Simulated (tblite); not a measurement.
Compound: C6H3ClFO (doublet state).
Z-matrix (Å and degrees, GFN2-xTB geometry), rows numbered from 1:
```
O 
C   1  1.3404
C   2  1.4070  1  122.50
Cl  3  1.7418  2  117.81  1    -0.06
C   3  1.3590  2  118.95  1   179.87
C   5  1.3609  3  125.38  2     0.09
C   6  1.3933  5  116.66  3     0.04
C   7  1.3817  6  119.70  5    -0.13
F   8  1.3464  2  118.32  1     0.03
H   1  0.9712  2  109.01  3     0.15
H   6  1.0770  5  122.38  3  -179.95
H   7  1.0785  6  120.96  5   179.90
```

Level: GFN2-xTB in tblite, geometry and Hessian alike; calculated harmonic values, unscaled, isolated species. Against measured fundamentals such values can be off by several per cent, at times by over 20. One conformer, not necessarily the lowest. Open shells enter through the occupations alone, without spin polarisation, and single modes of such species can be off by tens of per cent.

How many normal modes are there?

12 atoms, non-linear: 3N − 6 = 30.

What is the point group of the computed structure, and how do the modes divide by symmetry?

Cs. The vibrations span 21 a′ + 9 a″.

How many distinct wavenumbers does the calculation give?

30: Cs has no degenerate species.

How many fundamentals are allowed in the infrared by symmetry?

30 of 30: in Cs every mode is allowed. All fundamentals are allowed in the Raman spectrum.

How large is the harmonic zero-point energy?

Half the sum of the wavenumbers, 15535 cm⁻¹, or 1.926 eV from 30 modes, 0.694 eV of it from above 1550 cm⁻¹.

How far is the lowest real mode excited at 298.15 K, as a harmonic oscillator?

θ = hcν̃/k = 159 K for 110.4 cm⁻¹, so N1/N0 = 0.59 and ⟨v⟩ = 1/(exp(θ/T) − 1) = 1.4.
